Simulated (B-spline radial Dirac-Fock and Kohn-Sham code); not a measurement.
Core and valence levels of V²⁰⁺

System: V²⁰⁺ in the configuration [He] 2s1; nuclear rms radius 3.6002 fm (A = 51).

Level of theory: Dirac-Fock (average of configuration) total-energy differences with a finite nucleus, the Breit interaction including its frequency dependence, and self-energy and vacuum-polarisation corrections; a B-spline atomic structure program. Correlation energy is missing from these numbers. Energies are counted from the vacuum level. Subshells whose hole state is unreliable or did not converge are left out.

All terms are in eV, carry their sign (relaxation lowers the binding energy) and add up to the binding energy; ⟨r⟩ is the mean radius of the orbital in the initial state.

| subshell | −ε (Koopmans) | relaxation | Gaunt | retardation | self-energy | vacuum polarisation | binding energy | ⟨r⟩ (bohr) |
| --- | --- | --- | --- | --- | --- | --- | --- | --- |
| L1 (2s) | 1570.2 | -0.01 | -0.42 | 0.05 | -0.33 | 0.02 | 1569.5 | 0.273 |

For the deepest level, L1 (2s), the Breit terms make up -0.024 % of the binding energy, QED -0.019 % and orbital relaxation -0.001 %.

Going to the tabulated ground configuration of the next ion removes an electron from L1 (2s), computed at 1569.5 eV. NIST lists 1569.656 ± 0.007 eV as the ionisation energy of this species (theoretical), +0.16 eV from the computed value.
